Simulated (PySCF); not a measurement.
Match the calculated data to a structure.

All candidates are C3H11PSi2.

- UV, strongest line: among the 8 lowest singlet transitions: S4 at 6.64 eV (187 nm, f = 0.153) [TDDFT CAM-B3LYP/def2-SVPD]
- UV, first state: lowest singlet excitation: 6.22 eV (199 nm, f = 0.028) [TDDFT CAM-B3LYP/def2-SVPD]
- Rotational structure: rotational constants A, B, C: 2.072, 1.236, 0.943 GHz [GFN2-xTB]
- Polarisability: 118.6 au [CAM-B3LYP/def2-SVPD]
- Dipole: 0.68 D [CAM-B3LYP/def2-SVPD]
- Triplet: lowest triplet excitation (Tamm–Dancoff): 4.29 eV [TDA CAM-B3LYP/def2-SVPD]

The electronic properties come from PySCF, for the isolated species, density fitting. Levels stand in brackets. Geometry: GFN2-xTB, one conformer, isolated molecule.

Task: Which candidate is it?
A. `C=C[SiH2][Si@H](C)P`
B. `C=CC[SiH2][SiH2]P`
C. `C[Si]1(P)C[SiH2]C1`
D. `C[C@@H]1[SiH2]C[Si@H]1P`
E. `C[C@@H]1[SiH2]C[Si@@H]1P`

Result: B. It is `C=CC[SiH2][SiH2]P`. Numbering: `[CH2:1]=[CH:2][CH2:3][SiH2:4][SiH2:5][PH2:6]`. The optimised geometry has point group C1 and is an asymmetric top.

The others, at the same levels:
- `C[Si]1(P)C[SiH2]C1` fails: its computed lowest singlet excitation is 6.41 eV (194 nm, f = 0.018) (against 6.22 eV), lowest triplet excitation (Tamm–Dancoff) is 5.62 eV (against 4.29 eV) and strongest line among the 8 lowest singlet transitions is S6 at 7.21 eV (172 nm, f = 0.174) (against S4 at 6.64 eV).
- `C=C[SiH2][Si@H](C)P` fails: its computed lowest singlet excitation is 6.03 eV (206 nm, f = 0.106) (against 6.22 eV), strongest line among the 8 lowest singlet transitions is S2 at 6.35 eV (195 nm, f = 0.196) (against S4 at 6.64 eV) and static isotropic polarisability is 121.0 au (against 118.6 au).
- `C[C@@H]1[SiH2]C[Si@H]1P` fails: its computed lowest triplet excitation (Tamm–Dancoff) is 5.74 eV (against 4.29 eV), strongest line among the 8 lowest singlet transitions is S8 at 7.14 eV (174 nm, f = 0.277) (against S4 at 6.64 eV) and static isotropic polarisability is 113.8 au (against 118.6 au).
- `C[C@@H]1[SiH2]C[Si@@H]1P` fails: its computed lowest triplet excitation (Tamm–Dancoff) is 5.63 eV (against 4.29 eV), static isotropic polarisability is 112.8 au (against 118.6 au) and rotational constant A is 2.618 GHz (against 2.072 GHz).

Each candidate is one conformer, not necessarily the lowest. Dipoles, sizes and rotational constants follow the conformer. The torsions of the flexible species, by atom-mapped SMILES:
- `[CH2:1]=[CH:2][CH2:3][SiH2:4][SiH2:5][PH2:6]`: C1–C2–C3–Si4 96°, C2–C3–Si4–Si5 -63°, C3–Si4–Si5–P6 -41°, H–P6–Si5–Si4 -157°, H–P6–Si5–Si4 -65°
- `[CH3:1][Si:2]1([PH2:3])[CH2:4][SiH2:5][CH2:6]1`: H–P3–Si2–C1 159°, H–P3–Si2–C1 67°
- `[CH2:1]=[CH:2][SiH2:3][Si@H:4]([CH3:5])[PH2:6]`: C1–C2–Si3–Si4 97°, C2–Si3–Si4–C5 60°, H–P6–Si4–Si3 44°, H–P6–Si4–Si3 -48°
- `[CH3:1][C@@H:2]1[SiH2:3][CH2:4][Si@H:5]1[PH2:6]`: H–P6–Si5–C4 180°, H–P6–Si5–C4 -87°
- `[CH3:1][C@@H:2]1[SiH2:3][CH2:4][Si@@H:5]1[PH2:6]`: H–P6–Si5–C4 68°, H–P6–Si5–C4 -24°
